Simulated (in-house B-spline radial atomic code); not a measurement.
Re. Computed with a B-spline radial atomic code. Model: non-relativistic spherical atom: semilocal Troullier-Martins pseudo-atom, one channel per l, against all electrons, high spin, G0W0 and RPA with empty states to l = 8, local potential for every l without a channel, a model core (radius 0 = none) keeps its share of the functional.

Without relativity these are model numbers for so heavy an element.

What the tables leave out is listed at the end.

The pseudopotential gives back the lowest level of each angular momentum of its own functional in the configuration it was made in; a second state of the same l is only approximately right. Exact exchange, RPA and GW see the smooth pseudo-orbitals and miss the exchange with the core, for which the functional's share stands in. The column with an uncorrelated core keeps all orbitals and exact exchange, and so separates missing core correlation from pseudisation. Only the three outermost levels and the lowest empty one were computed. RPA here is direct RPA, with no exchange kernel, and its energies carry an (l + 1/2)⁻⁴ tail. A hybrid on a potential with a model core restores only its own semilocal share of the core's exchange.

Command:
```bash
python run_psgw.py task.json out
```
Settings (lengths in bohr, energies in hartree):
```
Z                      75
electrons              75
configuration          [Xe] 4f14 5d5 6s2
generated_in           [Xe] 4f14 5d5 6s2
functional             pbe,pbe
core_shells            10
radius_factor          0.8
core_correction        False
ion_configuration      [Xe] 4f14 5d5 6s1
```

Cost of the run: 2.2 min on 1 thread of Arm Neoverse N1 (shared host).

Given: made with PBE; model core radius 0 bohr; local radius 1.098 bohr; mean-field start PBE0.

Valence shells of the generating configuration: 4f, 5p, 5d, 6s.

Channel: s 2.275, p 0.89, d 1.11, f 1.112 (radii in bohr).

Computed: largest level miss in the spin-unpolarised generating configuration 0.001 eV; valence RPA correlation energy all-electron orbitals -1.8093 hartree; valence RPA correlation energy pseudo -2.7195 hartree; all-electron RPA polarisability, core included 61.673 bohr³; ionisation by mean-field all-electron 6.4687 eV; ionisation by mean-field pseudo minus all -0.01 eV; ionisation by RPA pseudo minus all 0.09 eV.

```csv
level,occupied,mean-field all-electron (eV),mean-field pseudo minus all (eV),G0W0 all-electron (eV),G0W0 uncorrelated core minus all (eV),G0W0 pseudo minus all (eV),exchange self-energy all-electron (eV),exchange self-energy pseudo (eV)
6s down,1,-4.6638,0.014,-6.9006,-0.011,-0.185,-8.0274,-7.9213
6s up,1,-5.9815,-0.329,-8.2811,-0.02,-0.769,-10.999,-12.309
```

(1) What is the ionisation by RPA all-electron?

(2) What is the pseudo-atom RPA polarisability?

Given: mean-field start Hartree-Fock.

Computed: valence RPA correlation energy pseudo -2.4935 hartree; pseudo-atom RPA polarisability 45.751 bohr³; ionisation by mean-field all-electron 5.2978 eV; ionisation by mean-field pseudo minus all 0.177 eV; ionisation by RPA all-electron 6.4984 eV; ionisation by RPA pseudo minus all 0.049 eV.

```tsv
level	occupied	mean-field all-electron (eV)	mean-field pseudo minus all (eV)	G0W0 all-electron (eV)	G0W0 uncorrelated core minus all (eV)	G0W0 pseudo minus all (eV)	exchange self-energy all-electron (eV)	exchange self-energy pseudo (eV)
6s down	1	-5.4259	-0.167	-6.6138	-0.006	0.072	-7.0283	-7.4879
6s up	1	-7.3253	-1.882	-8.4083	-0.017	-0.966	-10.457	-14.848
5d up	1	-14.176	0.403	-13.828	-0.042	0.967	-28.787	-27.051
```

(3) What is the valence RPA correlation energy all-electron orbitals?

(4) What is the all-electron RPA polarisability, core included?

## Answers

(1) 6.9973 eV.

(2) 58.942 bohr³.

(3) -1.6112 hartree.

(4) 56.539 bohr³.

Among the listed levels the largest G0W0 shift of the pseudo-atom is +0.97 eV, for 5d up on the Hartree-Fock start, while leaving the core uncorrelated moves that level by -0.04 eV. So pseudisation and the lost core exchange, not the missing core correlation, make the error. Not in the tables (levels of low weight, unsolved or above zero; the highest and the empty levels are kept at any weight): the PBE start was refused, since an empty level lay at or below an occupied one; on PBE0 the G0W0 levels 5d up (pseudo minus all +0.05 eV, weights 0.58 and 0.61), 5d down (pseudo minus all -0.33 eV, weights 0.40 and 0.55).
